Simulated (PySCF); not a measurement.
# Reading the logs of faulty runs: BCGeH7Si

Calculated results; nothing here was measured. The program is PySCF 2.14.0, an open-source quantum chemistry code, run on an isolated molecule that a program drew, which may never have been made. The molecule is BCGeH7Si (charge 0, singlet), drawn as the SMILES string `[BH2][GeH2][CH2][SiH]`.

Each row is a Hartree-Fock (HF) and frozen-core CCSD(T) single point in the cc-pV(D+d)Z basis, meant for a local HF minimum. Run 1 is clean. Each other run has one planted mistake out of seven kinds, and not every kind appears here: one electron removed, one electron added, multiplicity raised by two, geometry at a saddle point, minimal basis STO-3G, one bond length entered in bohr, all coordinates scaled. The reference is restricted for singlets and unrestricted otherwise, and also for a bond in bohr. Adding or removing an electron swaps singlet and doublet. Electrons count all cores. HOMO and LUMO are orbital energies over both spins, the gradient is its largest component, and the lowest frequency (negative if imaginary) is given only where the gradient is small. Bond lengths are over the 10 bonds as drawn. T1 is the CCSD diagnostic: over 0.02 (restricted) or 0.045 (unrestricted) a single reference is doubtful. Germanium has the cc-pVDZ-PP basis, with a core potential (ECP10MDF) in place of its 10 inner electrons, and its 3s, 3p and 3d shells are frozen in CCSD(T).

Geometry of the clean run:
```xyz
11
BCGeH7Si, angstrom
B    -0.9497   -1.1788    1.5495
Ge    0.2148   -0.0213    0.2687
C     1.4678    1.1834    1.2710
Si    0.9180    2.9212    0.7756
H    -1.3738   -0.6967    2.5614
H    -1.2229   -2.3172    1.2960
H     1.0162   -0.8235   -0.7644
H    -0.7532    0.8762   -0.5461
H     2.4826    0.9450    0.9478
H     1.3525    0.9498    2.3319
H    -0.2996    2.9670    1.6860
```

```
run  electrons  basis functions  <S^2>  HOMO (eV)  LUMO (eV)  gradient (hartree/bohr)  lowest frequency (cm^-1)  mean bond (Å)  longest bond (Å)      T1  HF (hartree)  CCSD(T) (hartree)                          mistake
  1         64              109  0.000      -8.48       1.13                  3.4e-06                        36         1.5164             2.082  0.0134    -648.84727         -649.33868                         no fault
  2         64              109  2.005      -7.34       0.41                  3.6e-02                         -         1.5164             2.082  0.0150    -648.81193         -649.28093       multiplicity raised by two
  3         64              109  1.193      -8.40       0.52                  6.9e-03                         -         1.7017             3.935  0.0525    -648.75269         -649.21761  one bond length entered in bohr
  4         65              109  0.944      -1.00       4.89                  2.8e-02                         -         1.5164             2.082  0.0404    -648.84205         -649.35370                                ?
  5         64              109  0.000      -8.21       1.29                  8.8e-02                         -         1.3799             1.895  0.0134    -648.75941         -649.24311                                ?
```

**Which mistake was planted in run 4, and what did it cost?**

It counts 65 electrons, one more than the clean run, at the same geometry and basis. So the mistake is: one electron added. Subtracting run 1 and multiplying by 627.51 kcal/mol a hartree, the energy moved by 3.3 kcal/mol in HF and -9.4 kcal/mol in CCSD(T).

**Which mistake was planted in run 5, and what did it cost?**

The mean and the longest bond both change by the same factor, 0.910, and the gradient is no longer small. So the mistake is: all coordinates scaled. Subtracting run 1 and multiplying by 627.51 kcal/mol a hartree, the energy moved by 55.1 kcal/mol in HF and 60.0 kcal/mol in CCSD(T).

Cautions from the logs. Run 3: T1 is over the limit, so its CCSD(T) energy is less reliable.
